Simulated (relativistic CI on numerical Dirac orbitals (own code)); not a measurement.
**Fe²⁺: 3p photoemission**

Computed with this model: Dirac-Coulomb-Breit CI, separate exchange-only KLI orbitals for each configuration, model QED, valence Slater integrals scaled by 0.8, multiplet model of photoemission in the sudden approximation; configurations [Ar] 3d6 → [Ne] 3s2 3p5 3d6; 80 K; Lorentzian 0.8 eV and Gaussian 0.6 eV FWHM. Energies are those of the free ion, without screening or charge transfer. The energies are binding energies and can lie tens of eV above those of solids. S is read from ⟨S²⟩ = S(S + 1).

Field parameters in Wybourne normalisation: Td as Oh with Dq negative (B⁴₀ = 21Dq, B⁴₄ = √(5/14) B⁴₀). The field is a parameter set, without covalency.

free ion: ground-state S = 2.00, centroid 89.50 eV. Peaks (eV, height): 82.7 (100), 84.3 (100), 86.2 (36), 89.1 (52), 93.0 (7), 99.1 (19), 102.2 (53), 103.1 (39).

Td, 10Dq = -1450 cm⁻¹: ground-state S = 2.00, centroid 89.50 eV. Peaks (eV, height): 82.9 (97), 84.3 (100), 86.1 (37), 89.1 (48), 93.0 (8), 99.2 (19), 102.2 (50), 103.2 (39).

Td, 10Dq = -4000 cm⁻¹: ground-state S = 2.00, centroid 89.50 eV. Peaks (eV, height): 83.2 (100), 89.2 (41), 93.2 (7), 99.5 (20), 102.2 (46), 103.3 (34).

Td, 10Dq = -6550 cm⁻¹: ground-state S = 2.00, centroid 89.50 eV. Peaks (eV, height): 83.4 (100), 89.4 (34), 93.3 (6), 99.7 (20), 102.4 (43).

Td, 10Dq = -9050 cm⁻¹: ground-state S = 2.00, centroid 89.50 eV. Peaks (eV, height): 83.5 (100), 89.6 (30), 99.8 (20), 102.5 (40).

Td, 10Dq = -11600 cm⁻¹: ground-state S = 2.00, centroid 89.50 eV. Peaks (eV, height): 83.5 (100), 89.8 (26), 100.0 (21), 102.7 (39).

Strongest unbroadened transitions for Td, 10Dq = -1450 cm⁻¹:

```
Energy (eV)  Relative strength
      82.73              100.0
      82.75               11.4
      82.76               29.0
      83.59               14.3
      83.81               20.5
      84.30               22.8
      84.31               37.3
      84.32               42.3
      84.47               18.7
      88.70               11.8
      89.20               16.8
      89.21               57.2
      99.12               18.5
     102.20               11.3
     102.21               14.6
     102.22               28.6
     103.29               21.2
     103.31               13.2
```
